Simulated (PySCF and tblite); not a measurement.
## Conformer ensemble of C₇H₉GeNO₂, numbered as in [CH3:1][C:2](=[O:3])[c:4]1[cH:5][cH:6][n+:7]([O-:8])[c:9]([GeH3:10])[cH:11]1

Conformers came from 60 starts (ETKDG and KDG, UFF, GFN2-xTB); geometries are GFN2-xTB. Energies: PBE0-D3(BJ)/6-31G*, with GFN2-xTB thermal terms (modes under about 100 cm⁻¹ blended into free rotors). Symmetry numbers and mirror images are counted. Conformers within 2.5 kcal/mol (GFN2-xTB free energy) were kept, 3 at most. GIAO shieldings: PBE0/6-31G*. Shifts are against TMS (¹H), TMS (¹³C), NH3 (¹⁵N) at the same level. (PySCF 2.14, tblite 0.8.)

Torsions listed: O3–C2–C4–C5.

| conformer | shape | symmetry | E(GFN2) kcal/mol | E(DFT) kcal/mol | G(298.15 K) kcal/mol | weight % | dipole D |
| --- | --- | --- | --- | --- | --- | --- | --- |
| 1 | 0° | Cs | 0.00 | 0.00 | 0.00 | 58.6 | 2.17 |
| 2 | 179° | Cs | 0.32 | 0.21 | 0.21 | 41.4 | 3.15 |

Weights (%) against temperature:

```csv
T (K),1,2,S(mix) cal/mol/K
250,60.4,39.6,1.33
298.15,58.6,41.4,1.35
350,57.2,42.8,1.36
```

Averaged shifts at 298.15 K. ¹H: 8.09 (H6, 1H), 7.98 (H11, 1H), 7.96 (H5, 1H), 4.38 (H10, 3H), 2.34 (H1, 3H) ppm. ¹³C: 183.4 (C2), 146.2 (C9), 128.6 (C6), 128.5 (C11), 123.5 (C5), 122.5 (C4), 26.2 (C1) ppm. ¹⁵N: 303.0 (N7) ppm.

Coordinates of conformer 1 (Å):

```xyz
20

C    -2.738    1.182    0.955
C    -2.469    0.031    0.022
O    -3.360   -0.604   -0.496
C    -1.045   -0.300   -0.241
C    -0.757   -1.371   -1.094
C     0.541   -1.717   -1.368
N     1.560   -1.029   -0.821
O     2.767   -1.322   -1.053
C     1.327    0.014    0.008
Ge    3.056    0.739    0.579
C     0.039    0.388    0.307
H    -3.811    1.317    1.056
H    -2.307    0.980    1.933
H    -2.296    2.096    0.562
H    -1.575   -1.921   -1.533
H     0.817   -2.533   -2.018
H     3.801    1.238   -0.602
H     3.806   -0.294    1.335
H     2.736    1.890    1.491
H    -0.098    1.226    0.973
```

Spin–orbit effects of the heavy atoms on shieldings are missing. Unscaled ¹⁵N shifts at such levels can be off by tens of ppm; differences between conformers or isomers are more reliable. Shifts are unscaled: against experiment ¹³C can be off by 15 ppm or more and ¹H by 0.8 ppm.

Search and properties took 87 s on 1 thread of Arm Neoverse V1, on a host shared with other jobs (rough), launched as `OMP_NUM_THREADS=1 python ens_run.py task.json out`.


¹⁵N shifts are against a computed isolated NH3 molecule, about 20 ppm from the liquid.

Conformer gaps in 6-31G* on xTB geometries can be 2 kcal/mol off for S=O, P=O and other polar bonds.